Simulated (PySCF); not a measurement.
SCF from a fresh guess for singlet MoSe₂, at the PBE0 minimum. PySCF input:

```python
from pyscf import gto, scf, dft
mol = gto.M(atom='''
Mo     0.000000    -0.000000    -0.809919
Se     1.786342    -0.000000     0.496292
Se    -1.786342     0.000000     0.496292''',
    basis={'Mo': 'def2-SVP', 'Se': 'def2-SVP'},
    ecp={'Mo': 'def2-SVP'},
    charge=0, spin=0)
mf = dft.RKS(mol, xc='PBE0')
mf.grids.atom_grid = (50, 194)
aux = {'Mo': 'def2-universal-JKFIT', 'Se': 'def2-universal-JKFIT'}
mf = mf.density_fit(auxbasis=aux)
mf.conv_tol = 1e-08
mf.diis_space = 10
mf.max_cycle = 60
mf.init_guess = 'minao'
mf.verbose = 4
mf.kernel()
```

Excerpt of the output (cycles and frontier levels):

```
init E= -4860.97663933528
  HOMO = -0.415423997606648  LUMO = -0.395724847982826  gap/eV = 0.53604
cycle= 1 E= -4869.94148902195  delta_E= -8.96  |g|= 0.819  |ddm|=  3.5
  HOMO = -0.0152612581082116  LUMO = 0.0215906394168157  gap/eV = 1.00279
cycle= 2 E= -4868.05667596058  delta_E= 1.88  |g|= 2.25  |ddm|= 4.33
  HOMO = -0.225145913374752  LUMO = -0.150588252246012  gap/eV = 2.02882
cycle= 3 E= -4869.98793397339  delta_E= -1.93  |g|= 0.744  |ddm|= 4.17
  HOMO = -0.224774855565721  LUMO = -0.149082758114795  gap/eV = 2.05969
cycle= 4 E= -4870.1077811754  delta_E= -0.12  |g|= 0.278  |ddm|= 0.424
  HOMO = -0.214048955254682  LUMO = -0.135628174162267  gap/eV = 2.13394
cycle= 5 E= -4870.12812796908  delta_E= -0.0203  |g|= 0.0772  |ddm|= 0.227
  HOMO = -0.210226088954052  LUMO = -0.129685690549073  gap/eV = 2.19162
cycle= 6 E= -4870.12958343858  delta_E= -0.00146  |g|= 0.0229  |ddm|= 0.0671
  HOMO = -0.20962456744472  LUMO = -0.128705225967978  gap/eV = 2.20193
cycle= 7 E= -4870.12979302243  delta_E= -0.00021  |g|= 0.00484  |ddm|= 0.0388
  HOMO = -0.209410325185068  LUMO = -0.128224797165338  gap/eV = 2.20917
cycle= 8 E= -4870.12984104012  delta_E= -4.8e-05  |g|= 0.00296  |ddm|= 0.028
  HOMO = -0.209556780919783  LUMO = -0.127901707589277  gap/eV = 2.22195
cycle= 9 E= -4870.1298961964  delta_E= -5.52e-05  |g|= 0.00208  |ddm|= 0.0482
  HOMO = -0.209520829198581  LUMO = -0.127319752038075  gap/eV = 2.23681
cycle= 10 E= -4870.12992175764  delta_E= -2.56e-05  |g|= 0.00113  |ddm|= 0.0515
  HOMO = -0.209480715737707  LUMO = -0.127340128351673  gap/eV = 2.23516
cycle= 11 E= -4870.12992296434  delta_E= -1.21e-06  |g|= 0.000383  |ddm|= 0.00813
  HOMO = -0.209418391670106  LUMO = -0.127318790852351  gap/eV = 2.23404
cycle= 12 E= -4870.12992308239  delta_E= -1.18e-07  |g|= 0.000105  |ddm|= 0.00213
  HOMO = -0.209415859961643  LUMO = -0.127301191759649  gap/eV = 2.23445
cycle= 13 E= -4870.12992309219  delta_E= -9.8e-09  |g|= 2.77e-05  |ddm|= 0.000798
  HOMO = -0.209422987464924  LUMO = -0.127305549243236  gap/eV = 2.23453
Extra cycle  E= -4870.12992308874  delta_E= 3.45e-09  |g|= 0.000118  |ddm|= 0.000139
converged SCF energy = -4870.12992308874
```

No lower solution of this spin was found by a stability analysis within the restricted form, which does not test spin polarisation.

At the minimum of this search the closed-shell solution is unstable towards spin polarisation, so a lower open-shell solution exists.

The search for the lowest solution, with the stability check, took 8.9 s on 2 threads of a shared Arm Neoverse N1 host, with 95 basis functions; the process peaked at 0.32 GiB.
